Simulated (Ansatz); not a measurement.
Spin states of COW (SMILES [O+]#[C-]->[W]), each relaxed at B3LYP-D3(BJ)/def2-TZVP; lowest solutions found, singlets restricted, no spin–orbit coupling, no relativity up to Kr.
Multiplicity 5 (charge 0, multiplicity 5):
| atom | x (Å) | y (Å) | z (Å) |
|---|---|---|---|
| W | -1.0716 | -0.8569 | -0.9771 |
| O | 0.8896 | 0.7569 | 0.7864 |
| C | 0.1488 | 0.1474 | 0.1203 |
Multiplicity 7 (charge 0, multiplicity 7):
| atom | x (Å) | y (Å) | z (Å) |
|---|---|---|---|
| W | -1.1226 | -0.9906 | -0.9894 |
| O | 0.9237 | 0.6036 | 0.8836 |
| C | 0.1657 | 0.4343 | 0.0354 |

The values were computed with Ansatz (a program for electronic structure) with Gaussian orbitals. Values without a source in brackets are computed. In def2 rows elements past Kr take small-core potentials, without spin–orbit coupling.

The energy of multiplicity 7 less that of multiplicity 5 (kcal/mol) and the share of exact exchange:

| functional | exact exchange (%) | value |
|---|---|---|
| PBE/def2-TZVPP | 0 | 12.55 |
| PBE0/def2-TZVPP | 25 | 7.97 |
| BLYP/def2-TZVPP | 0 | 15.72 |
| B3LYP/def2-TZVPP | 20 | 12.14 |
| BHLYP/def2-TZVPP | 50 | 7.68 |
| r2SCAN/def2-TZVPP | 0 | 5.45 |
| r2SCANh/def2-TZVPP | 10 | 4.53 |

**Question.** Take the value as linear in the share of exact exchange along PBE and PBE0. Give the slope, say whether the sign turns, and set the other functionals against that line.

**Answer.** 
Slope: (7.97 − (12.55))/2.5 = -1.83 kcal/mol for each 10 %. The line crosses zero at 68 %, where the sign would turn. At 50 % it gives 3.4 kcal/mol. The LYP pair gives (7.68 − (15.72))/5 = -1.61 for each 10 %. BHLYP, at 50 %, lies 4.3 from the PBE line. B3LYP, at 20 %, lies 3.3 from the PBE line. r2SCAN, with none, stands -7.1 from PBE. The r2SCAN pair gives -0.92 for 10 %.

Doubts at one or more of the structures used: a spin-contaminated determinant (BHLYP/def2-TZVPP).
